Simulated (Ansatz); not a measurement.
Computed with Ansatz on PBE0-D4/def2-TZVP structures; ΔE is electronic, products minus reactants. CCSD(T)/CBS is the MP2 limit (def2-TZVPP, def2-QZVPP) plus CCSD(T) − MP2 in def2-TZVPP, frozen cores. This one scheme is used for every species. Functionals use def2-TZVPP. B3LYP here is the variant with VWN-RPA as its local correlation; programs differ in this. Each species was taken in one conformer, which may not be the lowest.

Consider the formal exchange of groups at the Si–Cl bond: `SS[SiH2]Cl` + CH₃SH → `SC[SiH2]SS` + HCl.

```json
{"level": "r2SCAN-D4", "ΔE (kJ/mol)": "108.2", "difference from CCSD(T)/CBS": "4.8"}
{"level": "ωB97X-V", "ΔE (kJ/mol)": "105.8", "difference from CCSD(T)/CBS": "2.4"}
{"level": "r2SCAN", "ΔE (kJ/mol)": "109.4", "difference from CCSD(T)/CBS": "6.0"}
{"level": "PBE0", "ΔE (kJ/mol)": "107.0", "difference from CCSD(T)/CBS": "3.6"}
{"level": "B3LYP", "ΔE (kJ/mol)": "111.1", "difference from CCSD(T)/CBS": "7.7"}
{"level": "SCS-MP2/def2-TZVPP", "ΔE (kJ/mol)": "104.1", "difference from CCSD(T)/CBS": "0.7"}
{"level": "CCSD/def2-TZVPP", "ΔE (kJ/mol)": "101.2", "difference from CCSD(T)/CBS": "-2.2"}
{"level": "HF/def2-QZVPP", "ΔE (kJ/mol)": "118.0", "difference from CCSD(T)/CBS": "14.6"}
{"level": "HF/CBS(def2)", "ΔE (kJ/mol)": "118.0", "difference from CCSD(T)/CBS": "14.6"}
{"level": "CCSD/CBS(def2)", "ΔE (kJ/mol)": "105.1", "difference from CCSD(T)/CBS": "1.7"}
{"level": "CCSD(T)/CBS", "ΔE (kJ/mol)": "103.4", "difference from CCSD(T)/CBS": "0"}
```

Largest T1 diagnostic among the species: 0.011.

In def2-TZVPP, CCSD(T) changes the Hartree–Fock value by −18.1 kJ/mol (the triples alone add −1.7 kJ/mol) and MP2 by −14.8 kJ/mol. The D4 term adds −4.2 kJ/mol with B3LYP and −2.6 kJ/mol with PBE0; it sums over pairs of atoms, weighted by their polarisabilities, and B3LYP, whose exchange is more repulsive, gets the larger term.
